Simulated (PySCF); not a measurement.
Cd(Cl)(OH), SMILES [OH][Cd][Cl] (HCdClO), CAM-B3LYP/def2-SVP optimised geometry.

```
4

Cd     0.05     0.33     0.00
Cl     2.32     0.33     0.00
O     -1.90     0.43     0.00
H     -2.32    -0.43     0.06
```

Density from CAM-B3LYP/def2-TZVP, def2 effective core potentials past Kr run with PySCF 2.14.0 at that geometry. The core electrons that the potentials of Cd replace are not part of the density.

Minimum of the electron density along straight lines between bonded atoms, close to the bond critical point (lines longer than 1.1 times the sum of covalent radii, or with two minima, are not listed):

```json
[
 {"bond": "Cd1–Cl2", "length / Å": "2.271", "ρ at the minimum / e bohr⁻³": "0.093", "∇²ρ there / e bohr⁻⁵": "0.27", "position (fraction from the first atom)": "0.49"},
 {"bond": "Cd1–O3", "length / Å": "1.953", "ρ at the minimum / e bohr⁻³": "0.122", "∇²ρ there / e bohr⁻⁵": "0.58", "position (fraction from the first atom)": "0.52"},
 {"bond": "O3–H4", "length / Å": "0.965", "ρ at the minimum / e bohr⁻³": "0.354", "∇²ρ there / e bohr⁻⁵": "-2.32", "position (fraction from the first atom)": "0.80"}
]
```
